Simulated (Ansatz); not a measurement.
Born–Oppenheimer molecular dynamics of F2HSSi (5 atoms, charge 0, multiplicity 2). It starts from a relaxed structure.

Computed with UKS LDA/STO-3G in Ansatz.

```json
{
  "ensemble": "NVE (velocity Verlet)",
  "time step": "0.5 fs",
  "steps asked": "300",
  "starting velocities drawn for": "100 K",
  "masses": "H 2.014 u",
  "seed": "586681"
}
```

First frame:

```xyz
5
Properties=species:S:1:pos:R:3
F -0.295 -0.449 1.560
Si 0.085 -0.002 0.029
F 0.089 1.637 0.083
S -1.257 -0.769 -1.403
H 1.428 -0.491 -0.310
```

(1) How far do the bonds stretch over the last three quarters of this one trajectory? (Pairs bonded in most of those frames.)

## Answers

(1) 
```
  bond  mean (Å)  spread (Å)  shortest  longest
F1–Si2     1.640       0.012      1.62     1.66
Si2–F3     1.642       0.012      1.62     1.66
Si2–S4     2.107       0.005      2.10     2.12
Si2–H5     1.470       0.010      1.46     1.48
```

Mean temperature of the second half: 47 K. The conserved energy stayed within 0.0072 meV per atom of its start (net change 0.0046 meV per atom), so the integration is sound. Over the second half the temperature averaged 0.47 of the 100 K drawn at the start: a run that starts near a minimum puts about half its kinetic energy into the potential. A run of 0.15 ps of so small a system gives no equilibrium averages. Limits of this set-up: minimal basis.

The run took 4.9 min on 1 thread of Arm Neoverse V1, with other jobs on the host, peak memory 0.09 GiB.
